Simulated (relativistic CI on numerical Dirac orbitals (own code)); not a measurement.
Radial parameters of La⁺

Calculated at this level of theory: Dirac-Coulomb-Breit CI, orbitals from a KLI potential per configuration, QED by a radiative potential, valence Slater integrals scaled by 0.85, P86 correlation energy added to each configuration (own radial code, finite nucleus).

Slater integrals F^k, G^k are unscaled and averaged over j, outside the closed core [Xe]; ζ comes from projecting the Hamiltonian with its Breit term on Σ l·s of the shell.

- 5d²: F^2(5d,5d) = 34856, F^4(5d,5d) = 22761, ζ(5d) = 361 cm⁻¹; <r>(5d) = 2.919, <r^2>(5d) = 10.04 (bohr units).
- 5d6s: ζ(5d) = 447.04, G^2(5d,6s) = 16727 cm⁻¹; <r>(5d) = 2.847, <r^2>(5d) = 9.559, <r>(6s) = 4.147, <r^2>(6s) = 19.28 (bohr units).
- 4f6s: ζ(4f) = 415.59, G^3(4f,6s) = 4283.2 cm⁻¹; <r>(4f) = 1.466, <r^2>(4f) = 3.235, <r>(6s) = 4.323, <r^2>(6s) = 20.96 (bohr units).

(1) Give the Racah parameters of the d shell in 5d².

In this model ζ of a weakly bound d, f or g electron outside closed shells comes out too small, for d by up to a factor of two or three and at times with the wrong sign; that of an outer p electron is too small as well.

For a near-neutral ion this model can misplace configurations by up to about 10,000 cm⁻¹ (more where the count of f electrons changes) and terms by 10 to 25 % of their spread. Rates follow the energies as ν³ (E1, M1) or ν⁵ (E2), so they and the lifetimes can be off by large factors. The fine structure of a lone outer electron comes out too small, for d and f at times inverted, and misplaced configurations move strength between like terms. 35 of the 50 excited levels that our extract of the measured tables holds in this range could be paired (the sources list more); they are missed by 3964 cm⁻¹ on average and 9587 at most, and levels without a partner can miss by more. Some levels of the ground configuration have no partner and can miss by 10 % or more.

Averages of the first 10 configurations, taken without configuration mixing, which lowers the lowest level and can move excited configurations by several eV; other configurations of the list can lie among them:

| Configuration | Parity | States | Average energy above the lowest level (eV) |
| --- | --- | --- | --- |
| 5d² | even | 45 | 0.6 |
| 5d6s | even | 20 | 0.7 |
| 6s² | even | 1 | 1.8 |
| 4f6s | odd | 28 | 2.9 |
| 5d4f | odd | 140 | 3.5 |
| 5d6p | odd | 60 | 3.5 |
| 6s6p | odd | 12 | 4.3 |
| 4f² | even | 91 | 9.7 |
| 5d5f | odd | 140 | 7.7 |
| 4f6p | even | 84 | 5.4 |

## Answers

(1) B = F²/49 − 5F⁴/441 = 453 cm⁻¹ and C = 35F⁴/441 = 1806 cm⁻¹; values fitted to spectra at such low charge are typically 15 to 30 % smaller.
